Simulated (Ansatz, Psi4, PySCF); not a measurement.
C₂H₃ (SMILES [CH]=C), doublet (typed; the unrestricted solution is spin-contaminated), at a GFN2-xTB geometry. Base run: MP2/6-31G* in PySCF.

PySCF was given this input:
```python
from pyscf import gto, scf, mp

mol = gto.M(
    atom='''
C     0.66801280   -0.25106413    0.02041584
C    -0.56330933    0.12414455   -0.01579794
H     1.64284906    0.17713737    0.03734254
H    -0.88995141    1.16819846   -0.04069879
H    -1.38111845   -0.58381835   -0.02435116
''',
    basis='6-31g*',
    spin=1,
    verbose=4,
)

mf = scf.UHF(mol)
mf.kernel()

pt = mp.MP2(mf)
pt.kernel()
print('E(MP2) = %.10f' % pt.e_tot)
```

The same geometry, method and basis name were run in Ansatz (an electronic-structure program) and Psi4 and PySCF, at each program's defaults and at the settings that a row names. The base is PySCF at its defaults. Differences at the defaults can come from grids, fitting, cores and function types together.

```csv
code and settings,ΔE vs base (mEh),basis functions,E (Eh),SCF cycles
"PySCF, defaults (exact integrals, spherical functions, all electrons correlated)",0.000,34,-77.60552,14
"Psi4, defaults (density fitting with its default set, Cartesian functions, all electrons correlated)",-7.112,36,-77.61263,18
"Ansatz, defaults (factorised integrals, Cartesian functions, frozen core)",1.899,36,-77.60362,-
"PySCF, frozen core",4.694,34,-77.60082,14
"Psi4, exact integrals, spherical functions, frozen core",4.694,34,-77.60083,18
"Ansatz, high accuracy, frozen core, Cartesian functions as the basis file defines them",1.898,36,-77.60362,-
```

Open shells are given as the SCF converged; they aren't shown to be the lowest states, and a large step between rows can be another state.
